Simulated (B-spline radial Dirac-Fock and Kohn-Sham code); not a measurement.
# f′ and f″ of In, 6.4039 keV to 74.11 keV

Level of theory: the dispersion relation over Dirac-Hartree-Slater subshell photoionisation cross sections, with the Kissel-Pratt high-energy constant (isolated atom, no bound-bound lines or fine structure); a B-spline atomic structure program. The forward scattering factor is f₀ + f′ + i f″.

Edges near this range: K 27940.0 eV.

| hν (eV) | λ (Å) | f′ (e) | f″ (e) | tabulated f′ | tabulated f″ |
| --- | --- | --- | --- | --- | --- |
| 6403.9 | 1.936 | -0.428 | 7.430 | -0.45 | 7.25 |
| 6930.3 | 1.789 | -0.155 | 6.536 | -0.18 | 6.39 |
| 8047.8 | 1.541 | 0.086 | 5.108 | 0.07 | 5.02 |
| 8838 | 1.403 | 0.115 | 4.366 | 0.09 | 4.31 |
| 9251.7 | 1.340 | 0.106 | 4.041 | 0.08 | 3.97 |
| 12000 | 1.033 | -0.122 | 2.585 | -0.14 | 2.50 |
| 13090 | 0.9472 | -0.238 | 2.221 | -0.25 | 2.15 |
| 13770 | 0.9004 | ? | ? | ? | ? |
| 15000 | 0.8266 | -0.443 | 1.748 | -0.46 | 1.70 |
| 15920 | 0.7788 | -0.541 | 1.573 | -0.56 | 1.53 |
| 17479.3 | 0.7093 | -0.706 | 1.332 | -0.72 | 1.30 |
| 22162.9 | 0.5594 | -1.261 | 0.869 | -1.27 | 0.85 |
| 24209.8 | 0.5121 | -1.617 | 0.740 | -1.63 | 0.72 |
| 25070 | 0.4946 | -1.828 | 0.694 | -1.83 | 0.68 |
| 30000 | 0.4133 | -1.672 | 3.186 | -1.68 | 3.17 |
| 40000 | 0.3100 | -0.128 | 1.981 | -0.14 | 1.96 |
| 44250 | 0.2802 | 0.010 | 1.668 | 0.00 | 1.65 |
| 47890 | 0.2589 | 0.071 | 1.455 | 0.06 | 1.44 |
| 53210 | 0.2330 | 0.111 | 1.209 | 0.10 | 1.20 |
| 74110 | 0.1673 | 0.083 | 0.666 | 0.08 | 0.66 |

Task: What are f′ and f″ at 13770 eV?

Result: f′ = -0.311 and f″ = 2.033 electrons (tables: -0.33 and 1.97). By the optical theorem f″ corresponds to a photoabsorption cross section 2 rₑ λ f″ = 10300 b.

Tabulated f′: xraylib 4.2 anomalous scattering factors (Cullen et al., EPDL97); f″: Chantler's tables (J. Phys. Chem. Ref. Data 1995 and 2000). Both are theoretical tables.

Values without a named source are computed, but for edge energies of neutral atoms, which are taken from tables.
